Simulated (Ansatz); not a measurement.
A made-up structure of MgGeH$_{3}$, doublet:

Mg1  (-0.949, -1.029, 2.061)
Ge2  (0.062, 0.067, -0.134)
H3  (-1.019, 0.525, -1.145)
H4  (0.920, 1.326, 0.147)
H5  (-1.340, -1.660, 3.613)
(Å)

It is relaxed with PBE-D4/def2-SVP and then PBE0-D4/def2-TZVP (Ansatz 0.2.0). Atoms count as bonded within 1.22 times the sum of their covalent radii (H–H: 0.88 Å). The end point is not checked to be a true minimum.

Question: Does its bonding change? (A judgement: the text doesn't fix the answer.)

Answer: Computed: No: no bond forms or breaks.

Where it ends: The first stage lowers the energy by 0.07 eV in 6 steps. It ends as MgGeH₃ ([MgH][GeH2]):
```json
{"atom": "Mg1", "x (Å)": "-0.8959", "y (Å)": "-0.9325", "z (Å)": "2.1571"}
{"atom": "Ge2", "x (Å)": "-0.0954", "y (Å)": "0.2109", "z (Å)": "0.0480"}
{"atom": "H3", "x (Å)": "-0.9679", "y (Å)": "0.4503", "z (Å)": "-1.2059"}
{"atom": "H4", "x (Å)": "1.0079", "y (Å)": "1.2931", "z (Å)": "0.0011"}
{"atom": "H5", "x (Å)": "-1.3745", "y (Å)": "-1.7926", "z (Å)": "3.5416"}
```

Labels in which every atom is bracketed show which atoms are joined, not bond orders.

For scale, one of the runs: PBE0-D4/def2-TZVP relaxation, 98 basis functions, launched by `ansatz run in.yaml --threads 2 --pin off --events-out ev --progress --plain --max-ram 4352MiB`. The run took about 22 s on 2 CPU threads of an Arm Neoverse V1 (shared host).
